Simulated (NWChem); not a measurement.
CH$_{8}$Si$_{2}$; SMILES C[SiH2][SiH3]

```xyz
11

Si     0.1949    -1.5666     0.0007
Si    -0.6170     0.6382     0.0020
C      0.7914     1.8931    -0.0026
H     -0.9298    -2.5531     0.0235
H      1.0205    -1.8200    -1.2227
H      1.0581    -1.8072     1.2005
H     -1.4788     0.8296     1.2125
H     -1.4856     0.8283    -1.2040
H      1.4253     1.7678    -0.8936
H      1.4256     1.7734     0.8890
H      0.3950     2.9201    -0.0058
```
Atoms are numbered in this order, from 1.

Level: PBE0/def2-SVP (NWChem), optimised geometry, unscaled harmonic frequencies. 

Q: List the harmonic frequencies with IR intensities, and the thermochemistry.

A: 
```json
[
 {"frequency (cm⁻¹)": "101", "IR intensity (km/mol)": "0.0"},
 {"frequency (cm⁻¹)": "143", "IR intensity (km/mol)": "1.4"},
 {"frequency (cm⁻¹)": "163", "IR intensity (km/mol)": "0.2"},
 {"frequency (cm⁻¹)": "354", "IR intensity (km/mol)": "16.3"},
 {"frequency (cm⁻¹)": "420", "IR intensity (km/mol)": "1.6"},
 {"frequency (cm⁻¹)": "487", "IR intensity (km/mol)": "19.6"},
 {"frequency (cm⁻¹)": "509", "IR intensity (km/mol)": "0.5"},
 {"frequency (cm⁻¹)": "665", "IR intensity (km/mol)": "0.2"},
 {"frequency (cm⁻¹)": "684", "IR intensity (km/mol)": "2.1"},
 {"frequency (cm⁻¹)": "722", "IR intensity (km/mol)": "55.4"},
 {"frequency (cm⁻¹)": "841", "IR intensity (km/mol)": "417.1"},
 {"frequency (cm⁻¹)": "885", "IR intensity (km/mol)": "25.4"},
 {"frequency (cm⁻¹)": "903", "IR intensity (km/mol)": "5.5"},
 {"frequency (cm⁻¹)": "927", "IR intensity (km/mol)": "7.0"},
 {"frequency (cm⁻¹)": "935", "IR intensity (km/mol)": "41.7"},
 {"frequency (cm⁻¹)": "943", "IR intensity (km/mol)": "92.9"},
 {"frequency (cm⁻¹)": "1262", "IR intensity (km/mol)": "12.8"},
 {"frequency (cm⁻¹)": "1432", "IR intensity (km/mol)": "2.8"},
 {"frequency (cm⁻¹)": "1433", "IR intensity (km/mol)": "7.7"},
 {"frequency (cm⁻¹)": "2208", "IR intensity (km/mol)": "110.8"},
 {"frequency (cm⁻¹)": "2211", "IR intensity (km/mol)": "30.0"},
 {"frequency (cm⁻¹)": "2215", "IR intensity (km/mol)": "18.5"},
 {"frequency (cm⁻¹)": "2224", "IR intensity (km/mol)": "172.4"},
 {"frequency (cm⁻¹)": "2228", "IR intensity (km/mol)": "114.8"},
 {"frequency (cm⁻¹)": "3062", "IR intensity (km/mol)": "2.8"},
 {"frequency (cm⁻¹)": "3169", "IR intensity (km/mol)": "0.8"},
 {"frequency (cm⁻¹)": "3170", "IR intensity (km/mol)": "1.3"}
]
```

The zero-point energy is 49.0 kcal/mol, the thermal correction to the enthalpy at 298.15 K (with zero-point energy) is 53.8 kcal/mol and the heat capacity Cv is 23.1 cal/(mol K). The entropy at 298.15 K and 1 atm (symmetry number 1) is 78.2 cal/(mol K) and the dipole moment is 0.92 D.

Rigid rotor and harmonic oscillator.
